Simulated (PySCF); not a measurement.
Working with the constants of SrTe⁺

UHF-CCSD(T) constants of SrTe⁺, ²Π (doublet), unpaired electrons π ↑ (Sr def2-SVP with ECP28, Te def2-SVP with ECP28; scalar-relativistic core potentials (PySCF 2.14); masses 87.9056 and 129.9062 u):

```
ωe              : 181.1 cm⁻¹
ωexe            : 0.362 cm⁻¹
Be              : 0.03526 cm⁻¹
αe              : 9.27e-05 cm⁻¹
D (centrifugal) : 5.35e-09 cm⁻¹
De to Sr⁺ + Te  : 1.65 eV
```

(1) Give the vibrational terms G(v) and spacings up to v = 6.

(2) How well does the Morse estimate ωe²/(4ωexe) reproduce De, and what is D0?

Correlated steps freeze 4 core orbitals. Correlated levels converge slowly with the basis: in double zeta they bind strong bonds too weakly, by up to about 1 eV, and carry superposition errors of some tenths. These are scalar-relativistic numbers at best; spin–orbit coupling would shift them, the dissociation energy most. For an ion De counts to the pair picked by the measured ionisation energies or electron affinities, which need not be the lowest pair at this level. The state is the lowest determinant that a PBE0 search found; another state may lie lower at other levels.

## Answers

(1) G(v) = ωe(v+½) − ωexe(v+½)².

| v | G(v) (cm⁻¹) | G(v) − G(v−1) | Bv (cm⁻¹) |
| --- | --- | --- | --- |
| 0 | 90.5 |  | 0.03521 |
| 1 | 270.8 | 180.4 | 0.03512 |
| 2 | 450.5 | 179.7 | 0.03503 |
| 3 | 629.4 | 178.9 | 0.03494 |
| 4 | 807.6 | 178.2 | 0.03484 |
| 5 | 985.1 | 177.5 | 0.03475 |
| 6 | 1161.9 | 176.8 | 0.03466 |

(2) It gives 2.81 eV, 170 % of the computed De. D0 = De − G(0) = 1.65 − 0.01 = 1.64 eV.
